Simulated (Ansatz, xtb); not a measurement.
Relative energy of two isomers of C4H5FOSe

Structure X is `F[C@@H]1C[Se]C=CO1`, a singlet and structure Y is `FC1=C[Se]CCO1`, a singlet. Both are isolated molecules in the gas phase, relaxed with B3LYP-D3(BJ)/def2-SVP; the shapes shown needn't be the lowest conformers.

X (Å):

```
atom    x (Å)    y (Å)    z (Å)
   C   1.0202  -1.0600   0.0671
   C  -0.1765  -0.5367   0.8455
   C  -0.8650  -3.2233   0.4413
   C   0.4690  -3.3491   0.4903
   F   2.1065  -0.2827   0.3430
   O   1.3998  -2.3582   0.4362
  Se  -1.7878  -1.5577   0.3814
   H   0.8362  -1.0223  -1.0222
   H  -0.3600   0.5126   0.5800
   H   0.0253  -0.6146   1.9229
   H  -1.4902  -4.1156   0.4901
   H   0.9491  -4.3245   0.6004
```

Y (Å):

```
atom    x (Å)    y (Å)    z (Å)
   C  -1.0635  -1.4083   1.2059
   C  -0.0378  -0.7732   1.7856
   C   1.2820  -1.8624  -0.4635
   C   0.1819  -2.8731  -0.1717
   F  -2.3144  -1.2373   1.6265
   O  -1.0569  -2.2551   0.1685
  Se   1.7666  -0.8669   1.1632
   H  -0.2300  -0.1256   2.6401
   H   2.1916  -2.3772  -0.8038
   H   0.9585  -1.1567  -1.2417
   H   0.4879  -3.5544   0.6403
   H  -0.0387  -3.4707  -1.0682
```

Energies in hartree; the thermal terms are from GFN2-xTB frequencies at re-optimised GFN2-xTB minima (ideal gas, soft modes damped towards free rotors, one conformer each, 298.15 K, 1 atm) and include the zero-point energy:

```
                               X            Y
E, CCSD(T)/def2-SVP  −2729.141276  −2729.136936
    E, MP2/def2-SVP  −2729.064532  −2729.060920
  E, MP2/def2-TZVPP  −2730.022815  −2730.017863
  zero-point energy      0.081898      0.082292
       H(298 K) − E      0.089659      0.090127
       G(298 K) − E      0.049844      0.050211
```

**Question.** Correct the CCSD(T) difference for the basis set by the MP2 change, then work out ΔE, ΔE₀, ΔH and ΔG for X → Y in kJ/mol (1 Eh = 2625.50 kJ/mol) and the equilibrium ratio [Y]/[X].

**Answer.** 1. Differences Y − X: CCSD(T) +0.004340, MP2 in the small set +0.003612, MP2 in the large set +0.004952 Eh.
2. ΔE = +0.004340 + (+0.004952 − (+0.003612)) = +0.005680 Eh = +14.91 kJ/mol.
3. ΔE₀ = ΔE + ΔZPE = +0.005680 + (+0.000394) Eh = +15.95 kJ/mol.
4. ΔH = ΔE + (+0.000468) Eh = +16.14 kJ/mol.
5. ΔG = ΔE + (+0.000367) Eh = +15.88 kJ/mol, so ΔS = (ΔH − ΔG)/T = +0.9 J/(mol K).
6. kT = 0.9442 mEh, so K = [Y]/[X] = exp(−ΔG/kT) = exp(−6.40) ≈ 0.0017.

Structure X is favoured at this temperature. An error of 4 kJ/mol in ΔG would change K by a factor of 5. GFN2-xTB, HF/STO-3G gave ΔE the other sign. Mirror images and further conformers aren't counted.

As drawn, both hold the same kinds of bond in the same numbers.

Other levels gave ΔE = −6.1 (GFN2-xTB); −19.6 (HF/STO-3G, GFN2-xTB geometries); +7.1 (r2SCAN-D4/def2-SVP, GFN2-xTB geometries); +7.3 (B3LYP-D3(BJ)/def2-SVP); +13.1 (HF/def2-SVP); +9.5 (MP2/def2-SVP); +11.4 (CCSD(T)/def2-SVP) kJ/mol. The correlated steps freeze 15 core orbitals; the filled d shell of Se is correlated, in a basis made for valence electrons. Programs: Ansatz 0.2.0, xtb 6.7.1.
